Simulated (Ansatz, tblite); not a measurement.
Removing and adding an electron: Si2N2O. Charge 0, multiplicity 1. Geometry: r2SCAN-D4/def2-SVP. Ansatz, gas phase; energy differences of separate SCF runs; the oxidised species was run as a doublet alone; the reduced species was run as a doublet alone.

```xyz
5

Si    0.979    1.404   -0.981
Si   -0.002    0.608    1.034
N    -0.228   -2.278    0.127
N    -0.141   -1.165    0.266
O    -0.608    1.430   -0.446
```

The xTB rows come from tblite. Correlated methods freeze 13 core orbitals. HOMO above LUMO, or a gap near zero within one spin, warns that the state may not be the lowest or that an electron is smeared out. The structure comes from a short search, and lower isomers may exist.

```
               level  −HOMO (eV)  vertical IE (eV)  −LUMO (eV)  vertical EA (eV)  HOMO–LUMO gap (eV)  IE − EA (eV)                                                                                                    remarks
            GFN1-xTB        8.12             10.83        7.34              4.73                0.77          6.09                                                                                                          –
            GFN2-xTB        7.90             11.27        7.42              3.86                0.48          7.41                                                                                                          –
    PBE-D4/def2-TZVP        4.90              7.65        3.47                 –                1.44             –                                                                                                          –
   PBE-D4/def2-TZVPD        4.94                 –        3.51              1.03                1.43             –                                   HOMO above zero (-1 doublet), gap within one spin near zero (-1 doublet)
 r2SCAN-D4/def2-TZVP        5.05              7.62        3.40                 –                1.65             –                                                                                                          –
r2SCAN-D4/def2-TZVPD        5.07                 –        3.42              1.12                1.65             –                                                                               HOMO above zero (-1 doublet)
   PBE0-D4/def2-TZVP        5.65              7.56        2.61                 –                3.04             –                                                                                                          –
  PBE0-D4/def2-TZVPD        5.68                 –        2.65              1.02                3.03             –                                                                               HOMO above zero (-1 doublet)
     CCSD/def2-TZVPP           –              7.28           –                 –                   –             –  large T1 (0.023) (singlet), restricted SCF unstable (singlet), spin-contaminated (⟨S²⟩ 0.95) (+1 doublet)
  CCSD(T)/def2-TZVPP           –              7.42           –                 –                   –             –  large T1 (0.023) (singlet), restricted SCF unstable (singlet), spin-contaminated (⟨S²⟩ 0.95) (+1 doublet)
```

Run but left out: HF/def2-TZVPP (singlet: restricted singlet, unstable towards broken spin symmetry); MP2/def2-TZVPP (charge +1 doublet: ⟨S²⟩ 0.95, where a pure state has 0.75).   A HOMO above zero means that the electron is unbound at that level or that self-interaction error raises the level; the energy of removing that electron tells which. Raw xTB energy differences between charge states are shifted by several eV; the methods need an empirical correction for them.
